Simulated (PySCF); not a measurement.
PbCl: a composite coupled-cluster calculation

State: ²Π, doublet, unpaired electrons π ↑. De refers to Pb + Cl. ROHF-based CCSD(T) in PySCF 2.14 with Pb cc-pwCVDZ-PP with ECP60, Cl aug-cc-pV(D+d)Z and Pb cc-pwCVTZ-PP with ECP60, Cl aug-cc-pV(T+d)Z (frozen core orbitals: 9; scalar-relativistic core potentials). Correlation energies are extrapolated as n⁻³ (n = 2, 3), Hartree–Fock as (n+1)·exp(−9√n).

```
      Level  Re (Å)  ωe (cm⁻¹)  ωexe (cm⁻¹)  αe (cm⁻¹)  De (eV)
 CCSD(T)/DZ  2.5132      297.0        0.797   0.000351    3.458
 CCSD(T)/TZ  2.4711      312.2        0.878   0.000370    3.657
     HF/CBS  2.4894      304.1        0.891   0.000378    2.657
    MP2/CBS  2.4471      322.8        0.889   0.000370    3.869
   CCSD/CBS  2.4602      317.2        0.895   0.000372    3.565
CCSD(T)/CBS  2.4613      316.6        0.893   0.000371    3.725
```

Q: How much is left between CCSD(T)/TZ and the basis-set limit, and how much do the triples give at the limit?

A: CCSD(T)/CBS less CCSD(T)/TZ: -9.8 mÅ in Re, +4.4 cm⁻¹ in ωe and +0.068 eV in De. CCSD(T)/CBS less CCSD/CBS: +1.1 mÅ in Re, -0.6 cm⁻¹ in ωe and +0.160 eV in De.

The T1 diagnostic is 0.015. The state was picked by a PBE0 search and need not be the measured ground state. Spin–orbit coupling, excitations beyond (T) and corrections to the Born–Oppenheimer picture are left out, and spin–orbit coupling matters for open p, d or f shells this heavy.

The whole job (state search and all basis sets along the bond) took about 36 min on 4 threads of Intel Xeon Platinum 8488C (shared host), peak memory 13 GiB.
